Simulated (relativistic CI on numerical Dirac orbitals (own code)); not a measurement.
One change at a time: Au75+

Base calculation: Dirac-Coulomb-Breit CI, orbitals from a KLI potential per configuration, model QED (radiative potential, 1s self-energy scaled to tabulated hydrogen-like ionisation energies), unscaled Slater integrals.

Configurations in the expansion (outside the closed core 1s2): 2s2, 2s 2p, 2p2, 2p 3s, 2p 3p, 2s 3s, 2s 3p, 2s 3d, 2s 4s, 2s 4p, 2s 4d, 2s 4f, 2s 5s, 3s2, 2s 5p, 2s 5d, 2s 5f, 2s 5g, 3s 3p, 3p2. Levels of other configurations are missing.

Variants: (1) Breit term removed; (2) QED terms removed. Shifts of the energy above 2s2 1S_0, in eV, for the lowest level and the first level of each name with at least 55 % of one term (blank where a level changes its place among those of its configuration and J or its character, or is not in the variant):

```csv
Level,Base,Δ(1),Δ(2)
2s2 1S_0,0.0,0.0,0.0
2s 2p 3P°_0,195.1,-22.7,+22.8
2s 2p 3P°_1,231.3,-16.4,+22.8
2p2 3P_0,544.5,-47.2,+45.7
2s 2p 3P°_2,2194.3,+8.1,+21.3
2s 2p 1P°_1,2293.5,+4.1,+21.3
2p2 3P_1,2495.6,-20.0,+44.8
2p2 1D_2,2513.7,-9.7,+44.8
2p2 3P_2,4509.3,+10.0,+43.3
2p2 1S_0,4584.2,-2.0,+43.3
2s 3s 3S_1,12800.7,+18.6,+18.2
2s 3s 1S_0,12839.1,+16.4,+18.5
2s 3p 3P°_1,12890.8,+13.0,+25.2
2s 3p 3P°_0,12891.1,+9.7,+25.1
```

At this charge energies of transitions that change n are usually good to better than 1 %, and those within a shell (Δn = 0) to a few per cent.

Ionisation energy from the two ground configurations alone: base 22497.1 eV; Breit term removed 22521.2 eV; QED terms removed 22523.8 eV. The NIST ASD value (theoretical) is 22500 eV.

LS names give the leading component of a level, which can be under half, so a name can repeat, a term be missing and a line seem to break the LS rules.
